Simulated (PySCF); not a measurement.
# Static response to an electric field

C5H5BN2.
Cartesian coordinates in Å at the PBE0-D3(BJ)/def2-SVP level; atoms count from 1:
```
atom  x, y, z in Å
C1    -1.8295    1.5911    1.8949
C2    -1.2062    0.7601    0.8907
N3    -0.7064    0.1018    0.0933
B4    -0.0266   -0.7824   -0.9814
C5     1.5050   -0.4631   -0.9598
C6     2.7017   -0.2114   -0.9415
C7     4.0439    0.0760   -0.9163
N8     5.1807    0.3270   -0.8874
H9    -2.3187    0.9607    2.6515
H10   -2.5791    2.2452    1.4266
H11   -1.0636    2.2115    2.3828
H12   -0.2753   -1.9361   -0.6673
H13   -0.5578   -0.4841   -2.0400
```

Level: B3LYP/def2-SVPD (PySCF), static field, nuclei fixed, core orbitals frozen in the response. The polarisability tensor in these axes (au):

```
x   138.78   1.02 -15.45
y     1.02  72.24  13.91
z   -15.45  13.91  76.72
```

Question: Diagonalise the tensor; give its mean and Δα, where Δα² is half the sum of the squared differences of the eigenvalues.

Answer: Principal values 58.86, 86.40 and 142.48 au; mean 95.91 au = 14.21 Å³ = 15.81 × 10⁻⁴⁰ C²·m²/J; Δα = 73.82 au (77 % of the mean).

Question: What is the dipole moment, and where does it point?

Answer: (-9.22, 3.34, 5.43) D, 11.21 D in size, pointing from the negative to the positive side. Measured along this direction, the outermost atoms are N8 at the negative end and H10 and H9 at the positive end.

Question: Find the Langevin capture rate constant for NO+ (29.998 u) meeting this molecule (104.055 u), k = 2.342 × 10⁻⁹ cm³/s × √(α in Å³ / reduced mass in u).

Answer: The reduced mass is 23.29 u, so k = 1.83 × 10⁻⁹ cm³/s. The formula leaves out the permanent dipole, which adds to the capture rate.

Question: In TDDFT the mean static polarisability is Σ f/ω² over all singlet excitations (ω in hartree). How much of it do the 6 lowest give? Their energies (eV) and oscillator strengths: 4.47, 0.0010; 4.91, 0.0025; 4.96, 0.0357; 5.05, 0.0002; 5.25, 0.0001; 5.26, 0.0006.

Answer: They add up to 1.21 au, 1.3 % of the 95.91 au; the largest single term is 1.07 au, from the state at 4.96 eV. Terms in order: 0.04, 0.08, 1.07, 0.00, 0.00, 0.02 au. Higher excitations give the rest. The strengths listed sum to 0.040.

Question: Orientational against electronic polarisability at 500 K (dilute gas, rigid molecules)?

Answer: In Gaussian units μ²/3kT = 606.27 Å³ against 14.21 Å³, a ratio of 42.66; the Debye molar polarisation (4π/3)N_A(α + μ²/3kT) is 1565.2 cm³/mol, leaving out the vibrational part.

Geometry: PBE0-D3(BJ)/def2-SVP; no solvent, vibrations or thermal averaging.
